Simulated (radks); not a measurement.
Values are calculated unless marked as measured or tabulated.
Task: Nb VI, 36 electrons, occupied as [Kr]. Code: a radial shooting solver on a logarithmic mesh with Libxc functionals. Model: Dirac Kohn-Sham, PBE, spin-unpolarised, spherical densities, point nucleus.

Spin-orbit splittings of the eigenvalues, e(l+1/2) - e(l-1/2), with zeta = 2 splitting/(2l+1) and mean radii in bohr:

| shell | occ. | splitting (eV) | zeta (eV) | <r> j=l-1/2 | <r> j=l+1/2 |
|---|---|---|---|---|---|
| 2p | 6 | 95.77 | 63.85 | 0.1346 | 0.1391 |
| 3p | 6 | ? | ? | 0.4382 | 0.4487 |
| 3d | 10 | 2.899 | 1.160 | 0.4301 | 0.4336 |
| 4p | 6 | 2.375 | 1.583 | 1.212 | 1.236 |

Estimate the 3p splitting.

Result: 15.54 eV (zeta = 10.36 eV).
